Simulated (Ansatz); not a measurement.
Compare A (`CB/C=C/O`) with its isomer B (`B/C=C(\C)O`).

Computed with Ansatz on PBE0-D4/def2-TZVP structures; ΔE is electronic, products minus reactants. CCSD(T)/CBS is the MP2 limit (def2-TZVPP, def2-QZVPP) plus CCSD(T) − MP2 in def2-TZVPP, frozen cores. Double bonds are as drawn, so ΔE can hold a change between cis and trans. Functionals use def2-TZVPP. B3LYP here is the variant with VWN-RPA as its local correlation; programs differ in this. Each species was taken in one conformer, which may not be the lowest.

Q: Which is lower in electronic energy at CCSD(T)/CBS, and by how much? (Estimate.)

A: Computed: A, by 23.3 kJ/mol.

Q: Give E(B) − E(A) in kJ/mol with B2PLYP, PBE-D4, MP2/def2-TZVPP, CCSD(T)/def2-TZVPP, ωB97M-V, B3LYP-D4, HF/def2-TZVPP. (An estimate is asked.)

A: Computed: B2PLYP 23.4, PBE-D4 22.6, MP2/def2-TZVPP 21.7, CCSD(T)/def2-TZVPP 22.8, ωB97M-V 22.9, B3LYP-D4 22.5, HF/def2-TZVPP 23.1. None reverses the order clearly.

Largest T1 diagnostic: 0.013.
